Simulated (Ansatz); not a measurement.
A structure relaxed at PBE0-D4/def2-TZVP, charge 0, multiplicity 1:

Cartesian coordinates in Å:
```
N 0.9530 -0.1053 0.9944
B 0.2620 0.2187 -0.1785
O 0.7554 1.0010 -1.1913
C -1.2037 -0.3415 -0.3899
F -1.6144 -1.1227 0.6934
H 1.8824 0.1955 1.2279
H 0.5173 -0.6867 1.6893
H 1.6439 1.3309 -1.0462
H -1.2675 -0.9616 -1.2910
H -1.9285 0.4717 -0.5082
```

Question: Give its formula and SMILES.

Answer: CH5BFNO, `NB(O)CF`.

Question: Point group (tolerance 0.08 Å, 0.16 Å for H)?

Answer: Cs.

Question: Summarise the bond lengths by kind.

Answer: 1 × B–N 1.399 Å; 2 × H–N 1.004 to 1.005 Å; 1 × B–O 1.371 Å; 1 × B–C 1.583 Å; 1 × H–O 0.959 Å; 1 × C–F 1.397 Å; 2 × C–H 1.096 Å.

Computed with Ansatz.
